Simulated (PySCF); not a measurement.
**Ag²⁺: excitation energy**

Ag²⁺ [Kr] 4d9 (2D) → Ag²⁺ [Kr] 4d8 5p1 (high-spin determinant), as a difference of total energies. Computed with PySCF 2.14 in x2c-TZVPPall with one added diffuse shell each of s, p, d, f type (9s7p7d3f1g, 95 functions), with the spin-free X2C one-electron Hamiltonian (Gaussian nucleus). Correlated levels: valence and next inner shell: [Ar] 3d10 frozen. The calculations carry no spin-orbit coupling.

```csv
method,excitation energy (eV)
UHF,13.956
MP2 (valence and next inner shell),15.056
SCS-MP2 (valence and next inner shell),15.014
CCSD (valence and next inner shell),14.752
CCSD(T) (valence and next inner shell),14.756
```

Task: How much does correlation contribute at CCSD(T) (valence and next inner shell)?

Result: 14.756 − (13.956) = 0.800 eV, measured against UHF.

A first-order spin-orbit estimate (lowest level to lowest level, LS coupling) adds -0.009 eV.

The determinant of the upper state mixes LS terms, which raises its energy above the lowest term, most at the Hartree-Fock and MP2 levels.
